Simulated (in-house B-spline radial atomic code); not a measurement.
Successive ionisation energies of vanadium; each step leads to the configuration of the next row (after the last: [He] 2s2 2p5). Dirac energy differences include first-order Breit, QED and recoil terms. NIST's values go from ground level to ground level; the uncertainty of those that are theory runs from under 0.1 % in few-electron ions to several per cent in heavy many-electron ones. Computed with a radial B-spline atomic code at the basis-set limit: Dirac-Hartree-Fock, average of the configuration, finite nuclei.

Some pairs differ by more than the removed electron.

| ion | configuration | ionisation energy (eV) | tabulated value (eV) | tabulated kind | computed minus tabulated (eV) | highest orbital | largest mean radius (bohr) |
| --- | --- | --- | --- | --- | --- | --- | --- |
| V | [Ar] 3d3 4s2 | 6.8 | 6.746187 | measured | 0.1 | 4s1/2 | 3.5785 |
| V+ | [Ar] 3d4 | 12.6 | 14.634 | measured | -2.1 | 3d5/2 | 1.4999 |
| V2+ | [Ar] 3d3 | ? | ? | measured | ? | ? | ? |
| V3+ | [Ar] 3d2 | 44.5 | 46.709 | measured | -2.2 | 3d5/2 | 1.169 |
| V4+ | [Ar] 3d1 | 64.2 | 65.28165 | measured | -1.1 | 3d5/2 | 1.0756 |
| V5+ | [Ne] 3s2 3p6 | ? | ? | measured | ? | ? | ? |
| V6+ | [Ne] 3s2 3p5 | ? | ? | semi-empirical | ? | ? | ? |
| V7+ | [Ne] 3s2 3p4 | 175.0 | 173.55 | semi-empirical | 1.5 | 3p3/2 | 0.89843 |
| V8+ | [Ne] 3s2 3p3 | 200.4 | 206 | semi-empirical | -5.6 | 3p3/2 | 0.87597 |
| V9+ | [Ne] 3s2 3p2 | 226.7 | 230.5 | semi-empirical | -3.8 | 3p3/2 | 0.85492 |
| V10+ | [Ne] 3s2 3p1 | 253.9 | 254.8 | semi-empirical | -0.9 | 3p3/2 | 0.83511 |
| V11+ | [Ne] 3s2 | 305.5 | 308.5 | semi-empirical | -3.0 | 3s1/2 | 0.81504 |
| V12+ | [Ne] 3s1 | 335.7 | 336.274 | semi-empirical | -0.6 | 3s1/2 | 0.8 |
| V13+ | [He] 2s2 2p6 | 896.8 | 896 | measured | 0.8 | 2p3/2 | 0.30184 |

Problem. Fill in the row of V2+.

Solution. ionisation energy (eV): 27.2; tabulated value (eV): 29.3111; computed minus tabulated (eV): -2.1; highest orbital: 3d5/2; largest mean radius (bohr): 1.2982.

Problem. Fill in the row of V5+.

Solution. ionisation energy (eV): 127.3; tabulated value (eV): 128.125; computed minus tabulated (eV): -0.8; highest orbital: 3p3/2; largest mean radius (bohr): 0.94905.

Problem. Fill in the row of V6+.

Solution. ionisation energy (eV): 150.6; tabulated value (eV): 150.72; computed minus tabulated (eV): -0.1; highest orbital: 3p3/2; largest mean radius (bohr): 0.92255.

Problem. Where is the largest jump?

Solution. From V12+ to V13+, by a factor of 2.67 (335.65 to 896.78 eV); the highest orbital goes from 3s1/2 to 2p3/2.

Where a p, d or f electron is removed, the computed value is a mean over both j, so it misses the tabulated one by a part of the spin-orbit splitting; averaging over terms and missing correlation add to the gap, relatively most at low charge.
